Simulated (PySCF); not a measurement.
Species: C₅H₁₀FNS.
SMILES with atom numbers: `[CH3:1][N:2]([CH:3]=[S:4])[CH2:5][CH2:6][CH2:7][F:8]` (hydrogens: H9, H10, H11 on C1; H12 on C3; H13, H14 on C5; H15, H16 on C6; H17, H18 on C7)

Geometry (GFN2-xTB, Å), atoms numbered from 1 in this order:
```xyz
18
C5H10FNS angstrom
C     -1.626   -1.340    0.730
N     -1.242   -0.065    0.181
C     -2.027    0.617   -0.650
S     -1.631    2.023   -1.387
C      0.085    0.419    0.487
C      1.105    0.004   -0.579
C      2.493    0.519   -0.235
F      2.948   -0.079    0.917
H     -2.647   -1.579    0.436
H     -1.570   -1.313    1.820
H     -0.963   -2.129    0.367
H     -3.007    0.180   -0.823
H      0.040    1.511    0.530
H      0.386    0.030    1.462
H      0.808    0.420   -1.541
H      1.138   -1.084   -0.659
H      2.487    1.598   -0.049
H      3.215    0.275   -1.020
```

Computed, not measured: TDDFT CAM-B3LYP/def2-SVPD, vertical, gas phase, core orbitals frozen in the response (PySCF 2.14.0, density-fitted response routines).

Kohn–Sham orbitals with the atoms that hold most of them (Löwdin shares over 4%, at most four atoms; ? is withheld):

```
orbital  ε (eV)                             atoms
 LUMO+2    1.50  C7 24%, S4 22%, H18 13%, H17 10%
 LUMO+1    1.00    C1 29%, S4 12%, H9 10%, H11 9%
   LUMO    0.18    C3 37%, S4 31%, N2 18%, H12 5%
   HOMO   -7.45                                 ?
 HOMO-1   -7.85                                 ?
 HOMO-2  -10.82    C3 17%, C6 13%, N2 12%, F8 10%
 HOMO-3  -11.26   F8 35%, C7 22%, C6 17%, H17 11%
```

(1) Give the leading atoms of the HOMO.

(2) Give the leading atoms of the HOMO-1.

(3) How does S1 compare with the orbital gap of 7.62 eV?

(4) Give energy, strength and leading configuration of S1, S2 and S4, and follow the Löwdin shares of the leading atoms from the occupied to the empty orbital.

Answers

(1) S4 (bonded to C) 74%; C3 (bonded to N, S and H) 13%.

(2) S4 (bonded to C) 50%; N2 (bonded to 3 C) 23%; C3 (bonded to N, S and H) 14%.

(3) S1 is at 3.50 eV (f = 0.0001), 4.12 eV below the gap, made of HOMO→LUMO (98%). 

(4) 
- S1 (3.50 eV, f 0.0001), HOMO→LUMO (98%): S4 74% → 31%, C3 13% → 37%; low, almost dark, from the terminal sulfur into the C=S bond, the pattern of n→π*
- S2 (5.17 eV, f 0.258), HOMO-1→LUMO (94%): S4 50% → 31%, N2 23% → 18%, C3 14% → 37%
- S4 (6.24 eV, f 0.033), HOMO-1→LUMO+1 (85%): S4 50% → 12%, N2 23% → at most 10%, C1 at most 4% → 29%

One conformer stands for the species.
